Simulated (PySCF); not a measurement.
## Electron correlation in Te (tellurium, neutral)

[Kr] 4d10 5s2 5p3 6s1, high-spin 5S determinant (an excited configuration). Computed with PySCF 2.14 in aug-cc-pwCVTZ-DK3 with one added diffuse shell each of s, p, d, f type (11s10p8d5f1g, 125 functions), with the spin-free X2C one-electron Hamiltonian (Gaussian nucleus). Frozen: [Ar] 3d10; 24 electrons correlated.

MP2 pair energies summed by pair of shells (mhartree):

| pair | energy | share (%) |
| --- | --- | --- |
| 4d-4d | -341.65 | 43.0 |
| 4p-4d | -128.20 | 16.2 |
| 4d-5s | -70.39 | 8.9 |
| 4d-5p | -68.00 | 8.6 |
| 5s-5p | -43.36 | 5.5 |
| 4p-4p | -40.73 | 5.1 |
| 4s-4d | -27.41 | 3.5 |
| 4s-4p | -15.12 | 1.9 |
| 5p-5p | -13.87 | 1.7 |
| 4p-5s | -9.84 | 1.2 |
| 5s-5s | -8.26 | 1.0 |
| 4p-5p | -7.74 | 1.0 |
| 5p-6s | -6.46 | 0.8 |
| 5s-6s | -3.51 | 0.4 |
| 4d-6s | -3.36 | 0.4 |
| 4s-4s | -3.28 | 0.4 |
| 4s-5s | -1.21 | 0.2 |
| 4s-5p | -1.02 | 0.1 |
| 4p-6s | -0.35 | 0.0 |
| 4s-6s | -0.04 | 0.0 |

Total MP2 correlation energy: -793.82 mhartree.

Same-spin part -282.82 and opposite-spin part -511.00 mhartree; SCS-MP2 scales them by 1/3 and 6/5 to -707.47 mhartree.
